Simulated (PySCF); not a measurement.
Species: C₆H₁₆N₂.
Structure used (GFN2-xTB), in Å, numbered top down from 1:
```xyz
24
C6H16N2 angstrom
C      2.405    0.454    1.172
C      1.804    1.098   -0.070
C      1.325    0.045   -1.066
N      0.200   -0.697   -0.515
C     -0.111   -1.880   -1.294
N     -0.899    0.177   -0.362
C     -1.762   -0.176    0.747
C     -2.780    0.933    0.973
H      2.642    1.208    1.919
H      3.317   -0.084    0.923
H      1.694   -0.250    1.596
H      0.948    1.711    0.210
H      2.544    1.736   -0.556
H      1.050    0.529   -2.019
H      2.128   -0.669   -1.264
H     -0.954   -2.398   -0.835
H      0.747   -2.549   -1.286
H     -0.368   -1.643   -2.340
H     -1.440    0.264   -1.229
H     -1.117   -0.281    1.622
H     -2.292   -1.133    0.600
H     -2.270    1.878    1.137
H     -3.396    0.708    1.839
H     -3.428    1.038    0.105
```

Computed at PBE0/pcSseg-1 (PySCF, non-relativistic), with Q(14N) = 0.02044 b: N4, 14N (I = 1): χzz = -6.907 MHz, η = 0.346; N6, 14N (I = 1): χzz = -6.917 MHz, η = 0.347.

**Question.** Find the zero-field quadrupole resonance frequencies of 14N at N4.

**Answer.** From ν± = (3/4)|χ|(1 ± η/3) and ν0 = |χ|η/2: ν+ 5.778 MHz, ν− 4.582 MHz, ν0 1.196 MHz (hydrazine nitrogen).

**Question.** Where would the pure quadrupole (NQR) lines of 14N at N6 fall for the rigid, isolated species?

**Answer.** From ν± = (3/4)|χ|(1 ± η/3) and ν0 = |χ|η/2: ν+ 5.788 MHz, ν− 4.589 MHz, ν0 1.199 MHz (hydrazine nitrogen).

In a crystal, neighbours and librations shift these lines. GFN2-xTB bond lengths can be off by several hundredths of an ångström, more for odd bonds, and the gradients follow them. The basis is small and wasn't made for field gradients, so the couplings can be 20 % off.

One conformer stands for the species.
